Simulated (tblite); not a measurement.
Species: C4H10O2Si.
SMILES with atom numbers: `[CH3:1][CH2:2][C@H:3]1[CH2:4][O:5][SiH2:6][O:7]1` (hydrogens: H8, H9, H10 on C1; H11, H12 on C2; H13 on C3; H14, H15 on C4; H16, H17 on Si6)

Structure optimised with GFN2-xTB, isolated species.

Q: Give the optimised bond lengths and angles.

A: 
```json
{"bond": "C1–C2", "length (pm)": "152.3"}
{"bond": "C2–C3", "length (pm)": "152.7"}
{"bond": "C3–C4", "length (pm)": "155.0"}
{"bond": "C4–O5", "length (pm)": "139.6"}
{"bond": "O5–Si6", "length (pm)": "164.0"}
{"bond": "Si6–O7", "length (pm)": "163.4"}
{"bond": "C3–O7", "length (pm)": "140.5"}
{"bond": "C1–H8, C1–H9, C1–H10", "length (pm)": "108.7"}
{"bond": "C2–H11", "length (pm)": "109.2"}
{"bond": "C2–H12", "length (pm)": "109.2"}
{"bond": "C3–H13", "length (pm)": "109.8"}
{"bond": "C4–H14", "length (pm)": "109.6"}
{"bond": "C4–H15", "length (pm)": "109.3"}
{"bond": "Si6–H16", "length (pm)": "145.5"}
{"bond": "Si6–H17", "length (pm)": "145.3"}
```

Bonds in one row agree within 1 pm and their mean is given. A selection of angles:
```json
{"angle": "C2–C1–H8", "degrees": "109.7"}
{"angle": "C2–C1–H9", "degrees": "110.5"}
{"angle": "H8–C1–H9", "degrees": "108.5"}
{"angle": "C1–C2–C3", "degrees": "111.6"}
{"angle": "C1–C2–H11", "degrees": "110.3"}
{"angle": "C1–C2–H12", "degrees": "109.6"}
{"angle": "C3–C2–H11", "degrees": "108.5"}
{"angle": "C3–C2–H12", "degrees": "108.2"}
{"angle": "H11–C2–H12", "degrees": "108.5"}
{"angle": "C2–C3–C4", "degrees": "112.2"}
{"angle": "C2–C3–O7", "degrees": "110.3"}
{"angle": "C2–C3–H13", "degrees": "109.5"}
{"angle": "C4–C3–O7", "degrees": "107.5"}
{"angle": "C4–C3–H13", "degrees": "109.9"}
{"angle": "O7–C3–H13", "degrees": "107.4"}
{"angle": "C3–C4–O5", "degrees": "108.9"}
{"angle": "C3–C4–H14", "degrees": "110.1"}
{"angle": "C3–C4–H15", "degrees": "111.4"}
{"angle": "O5–C4–H14", "degrees": "108.8"}
{"angle": "O5–C4–H15", "degrees": "108.8"}
{"angle": "H14–C4–H15", "degrees": "108.9"}
{"angle": "C4–O5–Si6", "degrees": "112.3"}
{"angle": "O5–Si6–O7", "degrees": "96.6"}
{"angle": "O5–Si6–H16", "degrees": "111.9"}
{"angle": "O5–Si6–H17", "degrees": "108.8"}
{"angle": "O7–Si6–H16", "degrees": "109.2"}
{"angle": "O7–Si6–H17", "degrees": "111.8"}
{"angle": "H16–Si6–H17", "degrees": "116.8"}
{"angle": "C3–O7–Si6", "degrees": "113.2"}
```

Dihedral angles: C1–C2–C3–C4 177° (antiperiplanar); C2–C3–C4–O5 134° (anticlinal); C3–C4–O5–Si6 -12° (synperiplanar); C4–O5–Si6–O7 7° (synperiplanar); O5–Si6–O7–C3 2° (synperiplanar); C2–C3–O7–Si6 -131° (anticlinal).

Si6 (oxygen-bound silicon) has angles from 96.6° to 116.8°. Of the pairs four or more bonds apart, O7···H8 is among the closest relative to their van der Waals radii: 2.60 Å, 96 % of the sum of Bondi's values. The 3 C–C bonds span 1.523 Å (C1–C2, drawn single) to 1.550 Å (C3–C4, drawn single), a spread of 0.027 Å. The 5-membered ring C3–C4–O5–Si6–O7 has internal angles of 96.6° to 113.2° (sum 538°, against 540° for a flat polygon); it is slightly puckered (a soft mode that the optimisation may not have finished), 0.05 Å rms from its mean plane, widest ring torsion 13°. O5 (silyl ether oxygen) is bent (angle 112.3°). O7 (silyl ether oxygen) is bent (angle 113.2°).

Point group: C1 (no symmetry element, even within 0.4 Å). Its GFN2-xTB frequencies are all real (lowest 24 cm⁻¹). The numbers are those of one conformer. 3 starts were optimised and ended at 0.00, 0.00 and 0.15 kcal/mol (GFN2-xTB); the lowest of these is shown.

Hardware: one thread, Intel Xeon at 2.50 GHz (x86_64), shared host with 64 logical CPUs at a one-minute load of 56. Cost: 1.5 s of wall time. This is the geometry optimisation.

These are computed values.
